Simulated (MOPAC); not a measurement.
MOPAC input (PM7):

```
PM7 PRECISE GNORM=0.05 LET XYZ UHF MS=0.5 GEO-OK AUX(PRECISION=9) THREADS=1
HF3NSi

N     1.54984500 1    0.32898800 1   -0.72762000 1
Si    0.01192600 1    0.00966900 1   -0.01147300 1
F    -0.50475800 1   -1.43779000 1   -0.37476700 1
F     0.06569200 1    0.15445700 1    1.56022400 1
F    -1.04042600 1    1.04568500 1   -0.55373900 1
H     2.29954800 1   -0.29945400 1   -0.43151100 1
```

From the output:

```
                                                       MOPAC v23.2.5 Linux

          FINAL HEAT OF FORMATION =       -243.88154 KCAL/MOL =   -1020.40036 KJ/MOL

          COSMO AREA              =        101.57 SQUARE ANGSTROMS
          COSMO VOLUME            =         87.81 CUBIC ANGSTROMS

          GRADIENT NORM           =          0.00469          =       0.00192 PER ATOM
          IONIZATION POTENTIAL    =         11.370454 EV
          ALPHA SOMO LUMO (EV)    =        -12.536 -0.514
          BETA  SOMO LUMO (EV)    =        -11.370 -2.239
          NO. OF ALPHA ELECTRONS  =         16
          NO. OF BETA  ELECTRONS  =         15
          MOLECULAR WEIGHT        =        100.0953         POINT GROUP:  C1

          MOLECULAR DIMENSIONS (Angstroms)

            Atom       Atom       Distance
            H     6    F     5     3.64078
            F     4    F     3     2.53238
            N     1    F     3     2.05199

          SCF CALCULATIONS        =         19

   ATOM   CHEMICAL          X               Y               Z
  NUMBER   SYMBOL      (ANGSTROMS)     (ANGSTROMS)     (ANGSTROMS)

     1       N          1.58138810  *   0.33033190  *  -0.73820377  *
     2      Si          0.00059557  *   0.00277277  *  -0.00245012  *
     3       F         -0.52166788  *  -1.42360301  *  -0.35648956  *
     4       F          0.04036144  *   0.14534275  *   1.55021072  *
     5       F         -1.03023334  *   1.03372689  *  -0.54683594  *
     6       H          2.38090916  *  -0.23816677  *  -0.50553591  *

                             CARTESIAN COORDINATES

   1    N        1.581388101     0.330331901    -0.738203768
   2   Si        0.000595571     0.002772775    -0.002450121
   3    F       -0.521667879    -1.423603012    -0.356489558
   4    F        0.040361437     0.145342751     1.550210719
   5    F       -1.030233339     1.033726886    -0.546835936
   6    H        2.380909156    -0.238166773    -0.505535912

           Empirical Formula: H N Si F3  =     6 atoms

      MOLECULAR POINT GROUP   :   C1

          ALPHA EIGENVALUES
 -42.06462 -41.94450 -41.58016 -34.75179 -18.34899 -18.02108 -17.96988 -17.68680
 -16.86339 -16.80246 -15.83085 -15.68944 -15.53065 -15.44640 -13.30704 -12.53626
  -0.51447  -0.46568  -0.43887   2.82743   5.11756  21.91790  22.24505  22.77814
  22.97423  23.17205

           BETA EIGENVALUES
 -42.02343 -41.92673 -41.57096 -32.29139 -18.23001 -18.01114 -17.89694 -17.45555
 -16.78280 -16.73619 -15.84585 -15.52102 -15.50216 -15.31822 -11.37045  -2.23913
  -0.51543  -0.11464   0.37855   3.06853   5.51533  21.98460  22.22829  22.79568
  22.94852  23.24862

              NET ATOMIC CHARGES AND DIPOLE CONTRIBUTIONS

  ATOM NO.   TYPE          CHARGE      No. of ELECS.   s-Pop       p-Pop       d-Pop
    1          N          -0.317402        5.3174     1.73807     3.57933
    2         Si           0.735116        3.2649     0.67818     2.19037     0.39633
    3          F          -0.230914        7.2309     1.92020     5.31071
    4          F          -0.230940        7.2309     1.92020     5.31074
    5          F          -0.226586        7.2266     1.91880     5.30779
    6          H           0.270726        0.7293     0.72927
 DIPOLE           X         Y         Z       TOTAL
 POINT-CHG.     2.342    -0.511    -0.270     2.412
 HYBRID        -0.495    -0.578     0.622     0.983
 SUM            1.848    -1.089     0.353     2.174

          ATOMIC ORBITAL ELECTRON POPULATIONS

     Atom    s        px        py        pz      x^2-y^2     xz        z^2       yz        xy
    1  N   1.73807   1.15406   1.25968   1.16559
    2 Si   0.67818   0.82869   0.67947   0.68221   0.08199   0.07771   0.08086   0.07745   0.07832
    3  F   1.92020   1.87045   1.54085   1.89942
    4  F   1.92020   1.92723   1.91851   1.46500
    5  F   1.91880   1.71718   1.72395   1.86666
    6  H   0.72927

                    (SZ)    =    0.500000
                    (S**2)  =    0.762053

          ATOMIC ORBITAL SPIN POPULATIONS

    Atom   Total    s     px     py     pz   x^2-y^2  xz     z^2    yz     xy
         Atomic
    1  N  1.0886  0.018  0.108  0.395  0.568
    2 Si -0.0692 -0.017 -0.055 -0.003 -0.005 -0.000  0.003  0.005 -0.000  0.004
    3  F  0.0141 -0.000  0.004  0.011 -0.000
    4  F  0.0141 -0.000 -0.001 -0.000  0.015
    5  F -0.0059 -0.000 -0.002 -0.003 -0.001
    6  H -0.0417 -0.042

 **********************
 *                    *
 * JOB ENDED NORMALLY *
 *                    *
 **********************

 == MOPAC DONE ==
```

The geometry given is a B3LYP-D3(BJ)/def2-TZVP minimum.
